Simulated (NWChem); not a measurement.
System: ScCl2 cation; SMILES [Cl][Sc+][Cl]

Input file for NWChem:

```
start job
memory heap 200 mb stack 700 mb global 900 mb
charge 1
geometry units angstroms
  Sc     0.000000     0.000000     0.781372
  Cl     1.802450     0.000000    -0.460012
  Cl    -1.802450     0.000000    -0.460012
end
basis spherical
  * library sto-3g
end
dft
  xc hfexch
  iterations 150
end
driver
  maxiter 120
end
task dft optimize
task dft freq
```

This spin state was assumed; another may lie lower.

The level has its own optimisation; frequencies are unscaled.

Question: Give the results of this calculation. (Hartree-Fock/STO-3G.) Quantities: r Cl–Sc (Å); highest harmonic frequency (cm⁻¹); lowest (cm⁻¹); zero-point energy (kcal/mol).

Answer: 
| Item | Result |
|---|---|
| r Cl–Sc (Å) | 2.283 |
| highest harmonic frequency (cm⁻¹) | 715 |
| lowest (cm⁻¹) | 35 |
| zero-point energy (kcal/mol) | 1.7 |
